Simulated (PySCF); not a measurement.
H3O4P, triplet, at a GFN2-xTB geometry (a higher spin typed on purpose: for a closed-shell molecule this is an excited state); BLYP/3-21G run with PySCF.

PySCF was given this input:
```python
from pyscf import gto, scf, dft

mol = gto.Mole()
mol.atom = '''
    O     0.779187    0.898003    1.389818
    P    -0.013427   -0.036541    0.294026
    O     1.076143   -0.559310   -0.647213
    O    -0.930757   -1.314796   -0.921209
    O    -0.861013    1.150965   -0.325308
    H     1.632914    0.528250    1.609951
    H    -0.535649   -2.185923   -0.954313
    H    -1.404337    0.806897   -1.034718
'''
mol.basis = '3-21g'
mol.charge = 0
mol.spin = 2
mol.verbose = 4
mol.build()

mf = dft.UKS(mol)
mf.xc = 'blyp'
mf.level_shift = 1.0
mf.max_cycle = 100
mf.kernel()
```

The log (banner, timings and long lists left out):

```
PySCF version 2.14.0

[INPUT] verbose = 4
[INPUT] num. atoms = 8
[INPUT] num. electrons = 50
[INPUT] charge = 0
[INPUT] spin (= nelec alpha-beta = 2S) = 2
[INPUT] symmetry False subgroup None
[INPUT] Mole.unit = angstrom
[INPUT] Symbol           X                Y                Z      unit          X                Y                Z       unit  Magmom
[...]
nuclear repulsion = 268.141986557275
number of shells = 33
number of NR pGTOs = 96
number of NR cGTOs = 55
basis = 3-21g
ecp = {}

******** <class 'pyscf.dft.uks.UKS'> ********
method = UKS
initial guess = minao
damping factor = 0
level_shift factor = 1.0
DIIS = <class 'pyscf.scf.diis.CDIIS'>
diis_start_cycle = 1
diis_space = 8
diis_damp = 0
SCF conv_tol = 1e-09
SCF conv_tol_grad = None
SCF max_cycles = 100
direct_scf = True
direct_scf_tol = 1e-13
number electrons alpha = 26  beta = 24
XC library pyscf.dft.libxc version 7.1.2
    S. Lehtola, C. Steigemann, M. J. T. Oliveira, and M. A. L. Marques,  SoftwareX 7, 1–5 (2018)
XC functionals = blyp
    A. D. Becke,  Phys. Rev. A 38, 3098 (1988)
    C. Lee, W. Yang, and R. G. Parr,  Phys. Rev. B 37, 785 (1988)
    B. Miehlich, A. Savin, H. Stoll, and H. Preuss,  Chem. Phys. Lett. 157, 200 (1989)
radial grids:
    Treutler-Ahlrichs [JCP 102, 346 (1995); DOI:10.1063/1.469408] (M4) radial grids

becke partition: Becke, JCP 88, 2547 (1988); DOI:10.1063/1.454033
pruning grids: <function nwchem_prune>
grids dens level: 3
symmetrized grids: False
atomic radii adjust function: <function treutler_atomic_radii_adjust>
small_rho_cutoff = 0
Set gradient conv threshold to 3.16228e-05
tot grids = 104936
init E= -640.999553164562

cycle= 1 E= -640.127962716447  delta_E= 0.872  |g|= 0.773  |ddm|= 2.05
cycle= 2 E= -640.390340453979  delta_E= -0.262  |g|= 0.297  |ddm|= 0.728
cycle= 3 E= -640.427991265671  delta_E= -0.0377  |g|= 0.102  |ddm|= 0.215
cycle= 4 E= -640.433985305861  delta_E= -0.00599  |g|= 0.0479  |ddm|= 0.0999
cycle= 5 E= -640.435735807861  delta_E= -0.00175  |g|= 0.0267  |ddm|= 0.0571
cycle= 6 E= -640.43640299249  delta_E= -0.000667  |g|= 0.0164  |ddm|= 0.0351
cycle= 7 E= -640.436697666896  delta_E= -0.000295  |g|= 0.0113  |ddm|= 0.0226
cycle= 8 E= -640.436848703358  delta_E= -0.000151  |g|= 0.0088  |ddm|= 0.0152
cycle= 9 E= -640.436939631452  delta_E= -9.09e-05  |g|= 0.00684  |ddm|= 0.0108
cycle= 10 E= -640.436997672653  delta_E= -5.8e-05  |g|= 0.00559  |ddm|= 0.00818
cycle= 11 E= -640.437036712442  delta_E= -3.9e-05  |g|= 0.00476  |ddm|= 0.00634
cycle= 12 E= -640.437063887091  delta_E= -2.72e-05  |g|= 0.00419  |ddm|= 0.00512
cycle= 13 E= -640.437084476699  delta_E= -2.06e-05  |g|= 0.00349  |ddm|= 0.00426
cycle= 14 E= -640.437098918905  delta_E= -1.44e-05  |g|= 0.00321  |ddm|= 0.00354
cycle= 15 E= -640.437110425661  delta_E= -1.15e-05  |g|= 0.00279  |ddm|= 0.00302
cycle= 16 E= -640.437119361123  delta_E= -8.94e-06  |g|= 0.0025  |ddm|= 0.00262
cycle= 17 E= -640.437126358391  delta_E= -7e-06  |g|= 0.00222  |ddm|= 0.00229
cycle= 18 E= -640.437131876824  delta_E= -5.52e-06  |g|= 0.00203  |ddm|= 0.00202
cycle= 19 E= -640.437136315213  delta_E= -4.44e-06  |g|= 0.00187  |ddm|= 0.00181
cycle= 20 E= -640.437140068557  delta_E= -3.75e-06  |g|= 0.00163  |ddm|= 0.00162
cycle= 21 E= -640.437143039341  delta_E= -2.97e-06  |g|= 0.0015  |ddm|= 0.00145
cycle= 22 E= -640.437145351815  delta_E= -2.31e-06  |g|= 0.00149  |ddm|= 0.00131
cycle= 23 E= -640.437147330686  delta_E= -1.98e-06  |g|= 0.00142  |ddm|= 0.00117
cycle= 24 E= -640.437149031963  delta_E= -1.7e-06  |g|= 0.00128  |ddm|= 0.00106
cycle= 25 E= -640.437150480281  delta_E= -1.45e-06  |g|= 0.00116  |ddm|= 0.000969
cycle= 26 E= -640.437151678869  delta_E= -1.2e-06  |g|= 0.00105  |ddm|= 0.000884
cycle= 27 E= -640.437152703734  delta_E= -1.02e-06  |g|= 0.000933  |ddm|= 0.00081
cycle= 28 E= -640.437153533082  delta_E= -8.29e-07  |g|= 0.00087  |ddm|= 0.000733
cycle= 29 E= -640.437154198188  delta_E= -6.65e-07  |g|= 0.000861  |ddm|= 0.000672
[...]
cycle= 40 E= -640.437157577497  delta_E= -1.3e-07  |g|= 0.000392  |ddm|= 0.000277
cycle= 41 E= -640.437157683824  delta_E= -1.06e-07  |g|= 0.000378  |ddm|= 0.000256
cycle= 42 E= -640.437157776965  delta_E= -9.31e-08  |g|= 0.000359  |ddm|= 0.000237
cycle= 43 E= -640.437157858685  delta_E= -8.17e-08  |g|= 0.000338  |ddm|= 0.00022
cycle= 44 E= -640.437157929913  delta_E= -7.12e-08  |g|= 0.000316  |ddm|= 0.000204
cycle= 45 E= -640.437157992668  delta_E= -6.28e-08  |g|= 0.000293  |ddm|= 0.00019
cycle= 46 E= -640.437158047925  delta_E= -5.53e-08  |g|= 0.000268  |ddm|= 0.000176
cycle= 47 E= -640.437158093297  delta_E= -4.54e-08  |g|= 0.000255  |ddm|= 0.000163
cycle= 48 E= -640.437158131908  delta_E= -3.86e-08  |g|= 0.000247  |ddm|= 0.000151
cycle= 49 E= -640.437158166071  delta_E= -3.42e-08  |g|= 0.000235  |ddm|= 0.000141
cycle= 50 E= -640.437158197627  delta_E= -3.16e-08  |g|= 0.000215  |ddm|= 0.000132
cycle= 51 E= -640.437158224556  delta_E= -2.69e-08  |g|= 0.000201  |ddm|= 0.000123
cycle= 52 E= -640.4371582475  delta_E= -2.29e-08  |g|= 0.000191  |ddm|= 0.000115
cycle= 53 E= -640.43715826732  delta_E= -1.98e-08  |g|= 0.000184  |ddm|= 0.000108
cycle= 54 E= -640.43715828513  delta_E= -1.78e-08  |g|= 0.000173  |ddm|= 0.000101
cycle= 55 E= -640.437158300644  delta_E= -1.55e-08  |g|= 0.000163  |ddm|= 9.45e-05
cycle= 56 E= -640.43715831457  delta_E= -1.39e-08  |g|= 0.000152  |ddm|= 8.81e-05
cycle= 57 E= -640.4371583267  delta_E= -1.21e-08  |g|= 0.000142  |ddm|= 8.23e-05
cycle= 58 E= -640.437158337098  delta_E= -1.04e-08  |g|= 0.000134  |ddm|= 7.67e-05
cycle= 59 E= -640.437158345903  delta_E= -8.81e-09  |g|= 0.00013  |ddm|= 7.14e-05
cycle= 60 E= -640.437158353651  delta_E= -7.75e-09  |g|= 0.000125  |ddm|= 6.66e-05
cycle= 61 E= -640.437158360863  delta_E= -7.21e-09  |g|= 0.000115  |ddm|= 6.33e-05
cycle= 62 E= -640.437158366963  delta_E= -6.1e-09  |g|= 0.00011  |ddm|= 5.94e-05
cycle= 63 E= -640.437158372433  delta_E= -5.47e-09  |g|= 0.000105  |ddm|= 5.55e-05
cycle= 64 E= -640.437158377424  delta_E= -4.99e-09  |g|= 9.69e-05  |ddm|= 5.26e-05
cycle= 65 E= -640.43715838158  delta_E= -4.16e-09  |g|= 9.25e-05  |ddm|= 4.87e-05
cycle= 66 E= -640.437158385339  delta_E= -3.76e-09  |g|= 8.71e-05  |ddm|= 4.57e-05
cycle= 67 E= -640.43715838852  delta_E= -3.18e-09  |g|= 8.37e-05  |ddm|= 4.27e-05
cycle= 68 E= -640.437158391341  delta_E= -2.82e-09  |g|= 8.02e-05  |ddm|= 4e-05
cycle= 69 E= -640.437158393876  delta_E= -2.54e-09  |g|= 7.6e-05  |ddm|= 3.75e-05
cycle= 70 E= -640.437158396196  delta_E= -2.32e-09  |g|= 7.06e-05  |ddm|= 3.55e-05
cycle= 71 E= -640.437158398189  delta_E= -1.99e-09  |g|= 6.68e-05  |ddm|= 3.3e-05
cycle= 72 E= -640.437158399872  delta_E= -1.68e-09  |g|= 6.44e-05  |ddm|= 3.08e-05
cycle= 73 E= -640.437158401377  delta_E= -1.5e-09  |g|= 6.15e-05  |ddm|= 2.88e-05
cycle= 74 E= -640.437158402741  delta_E= -1.36e-09  |g|= 5.8e-05  |ddm|= 2.71e-05
cycle= 75 E= -640.437158403984  delta_E= -1.24e-09  |g|= 5.39e-05  |ddm|= 2.54e-05
cycle= 76 E= -640.437158405046  delta_E= -1.06e-09  |g|= 5.07e-05  |ddm|= 2.36e-05
cycle= 77 E= -640.437158406001  delta_E= -9.55e-10  |g|= 4.73e-05  |ddm|= 2.21e-05
cycle= 78 E= -640.43715840684  delta_E= -8.39e-10  |g|= 4.39e-05  |ddm|= 2.07e-05
cycle= 79 E= -640.437158407578  delta_E= -7.38e-10  |g|= 4.09e-05  |ddm|= 1.94e-05
cycle= 80 E= -640.437158408216  delta_E= -6.38e-10  |g|= 3.82e-05  |ddm|= 1.82e-05
cycle= 81 E= -640.437158408762  delta_E= -5.46e-10  |g|= 3.63e-05  |ddm|= 1.71e-05
cycle= 82 E= -640.437158409236  delta_E= -4.73e-10  |g|= 3.49e-05  |ddm|= 1.6e-05
cycle= 83 E= -640.437158409653  delta_E= -4.18e-10  |g|= 3.34e-05  |ddm|= 1.5e-05
cycle= 84 E= -640.437158410034  delta_E= -3.81e-10  |g|= 3.17e-05  |ddm|= 1.42e-05
cycle= 85 E= -640.43715841039  delta_E= -3.56e-10  |g|= 2.98e-05  |ddm|= 1.35e-05

Extra cycle  E= -640.437158398904  delta_E= 1.15e-08  |g|= 0.000176  |ddm|= 0.000277
SCF not converged.
SCF energy = -640.437158398904 after 100 cycles  <S^2> = 2.0032005  2S+1 = 3.0021329
```

Convergence was not reached.
